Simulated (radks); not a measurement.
Results of a calculation; reference values are marked as such.
All-electron atom: Ce V in [Xe]. Level of theory: non-relativistic Kohn-Sham, SCAN, spin-polarised, spherical densities, point nucleus; meta-GGA in the generalised Kohn-Sham scheme; relativity is left out, which matters for an element this heavy (a radial shooting solver on a logarithmic mesh with Libxc functionals). Some entries of the table are withheld. Estimate them.

orbital  occ.  eigenvalue (eV)  r(max) (bohr)  <r> (bohr)
1s          2        -38404.63        0.01735         (1)
2s          2        -6028.264        0.09534      0.1121
2p          6        -5699.673            (2)     0.09529
3s          2        -1341.525         0.2683      0.2928
3p          6        -1198.658         0.2554      0.2830
3d         10              (3)         0.2066         (4)
4s          2        -308.2502         0.6198      0.6644
4p          6              (5)            (6)      0.6842
4d         10        -159.8969         0.6485      0.7342
5s          2         -76.0040          1.408       1.526
5p          6         -60.1397          1.512       1.661

Answer. 
(1) 1s <r> (bohr): 0.02618
(2) 2p r(max) (bohr): 0.07450
(3) 3d eigenvalue (eV): -934.1352
(4) 3d <r> (bohr): 0.2543
(5) 4p eigenvalue (eV): -254.2159
(6) 4p r(max) (bohr): 0.6300
